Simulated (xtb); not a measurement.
GeTe, triplet, from a rough starting geometry (the spin is typed, not shown lowest); GFN2-xTB in xtb.

The xtb input:
```
$ xtb mol.xyz --gfn 2 --uhf 2 --opt vtight --json

# file mol.xyz
2

Ge     1.19047168     0.02743444     0.02881698
Te    -1.17738017    -0.00075439    -0.01684682
```

What the program printed (banner, timings and long lists left out):

```
   ID    Z sym.   atoms
    1   32 Ge     1
    2   52 Te     2

           -------------------------------------------------
          |                Calculation Setup                |
           -------------------------------------------------

           -------------------------------------------------
          |                 G F N 2 - x T B                 |
           -------------------------------------------------

          ...................................................
          :                      SETUP                      :
          :.................................................:
          :  # basis functions                  20          :
          :  # atomic orbitals                  18          :
          :  # shells                            6          :
          :  # electrons                        10          :
          :  max. iterations                   250          :
          :  Hamiltonian                  GFN2-xTB          :
          :  restarted?                      false          :
          :  GBSA solvation                  false          :
          :  PC potential                    false          :
          :  electronic temp.          300.0000000     K    :
          :  accuracy                    1.0000000          :
          :  -> integral cutoff          0.2500000E+02      :
          :  -> integral neglect         0.1000000E-07      :
          :  -> SCF convergence          0.1000000E-05 Eh   :
          :  -> wf. convergence          0.1000000E-03 e    :
          :  Broyden damping             0.4000000          :
          :  net charge                          0          :
          :  unpaired electrons                  2          :
          ...................................................

 iter      E             dE          RMSdq      gap      omega  full diag
   1     -2.3654335 -0.236543E+01  0.345E+01    0.00       0.0  T
   2      6.3579411  0.872337E+01  0.133E+02    0.41       1.0  T
   3      0.4279905 -0.592995E+01  0.809E+01    0.00       1.0  T
   4     -4.5092783 -0.493727E+01  0.182E+01    0.00       1.0  T
   5     -4.7735170 -0.264239E+00  0.120E+01    0.00       1.0  T
   6     -4.9503280 -0.176811E+00  0.162E+01    0.00       1.0  T
   7     -4.9507191 -0.391174E-03  0.167E+01    0.00       1.0  T
   8     -3.3943635  0.155636E+01  0.510E+01    0.00       1.0  T
   9     -4.9416322 -0.154727E+01  0.123E+01    0.00       1.0  T
[...]
         :: total energy              -4.942000982665 Eh    ::
 * total energy  :    -4.9420010 Eh     change        0.8881784E-14 Eh
 * total energy  :    -4.9390636 Eh     change        0.2937373E-02 Eh
 * total energy  :    -4.9484377 Eh     change       -0.9374082E-02 Eh
 * total energy  :    -4.9496281 Eh     change       -0.1190382E-02 Eh
 * total energy  :    -4.9509860 Eh     change       -0.1357938E-02 Eh
 * total energy  :    -4.9510582 Eh     change       -0.7218205E-04 Eh
 * total energy  :    -4.9510596 Eh     change       -0.1427379E-05 Eh
 * total energy  :    -4.9510603 Eh     change       -0.6710781E-06 Eh
 * total energy  :    -4.9510603 Eh     change        0.9252599E-10 Eh
   *** GEOMETRY OPTIMIZATION CONVERGED AFTER 9 ITERATIONS ***
         :: total energy              -4.951060292252 Eh    ::
[...]
        12                          0.0752361               2.0473
        13                          0.0827449               2.2516
        14                          0.0827450               2.2516
        15                          0.2048689               5.5748
        16                          0.2288050               6.2261
        17                          0.2288051               6.2261
        18                          0.8950692              24.3561
      -------------------------------------------------------------
                  HL-Gap            0.0000000 Eh            0.0000 eV
             Fermi-level           -0.2757813 Eh           -7.5044 eV

     #   Z          covCN         q      C6AA      α(0)
     1  32 Ge       0.936     0.060   287.841    36.284
     2  52 Te       0.936    -0.060   433.452    38.801

 Mol. C6AA /au·bohr⁶  :       1421.383169
 Mol. C8AA /au·bohr⁸  :     138202.050417
 Mol. α(0) /au        :         75.084786

Wiberg/Mayer (AO) data.
largest (>0.10) Wiberg bond orders for each atom

 ---------------------------------------------------------------------------
     #   Z sym  total        # sym  WBO       # sym  WBO       # sym  WBO
 ---------------------------------------------------------------------------
     1  32 Ge   1.304 --     2 Te   1.304
     2  52 Te   1.304 --     1 Ge   1.304
 ---------------------------------------------------------------------------

Topologies differ in total number of bonds
Writing topology from bond orders to xtbtopo.mol

molecular dipole:
                 x           y           z       tot (Debye)
 q only:        0.292       0.003       0.006
   full:        0.296       0.004       0.006       0.752
molecular quadrupole (traceless):
                xx          xy          yy          xz          yz          zz
 q only:        0.007       0.011      -0.003       0.005       0.000      -0.004
  q+dip:       -1.471      -0.015       0.736      -0.038      -0.000       0.735
   full:       -4.237      -0.065       2.119      -0.118      -0.001       2.118

optimized geometry written to: xtbopt.xyz

           -------------------------------------------------
          | TOTAL ENERGY               -4.951060292252 Eh   |
          | GRADIENT NORM               0.000000121341 Eh/α |
          | HOMO-LUMO GAP               0.000000809228 eV   |
           -------------------------------------------------

normal termination of xtb
```
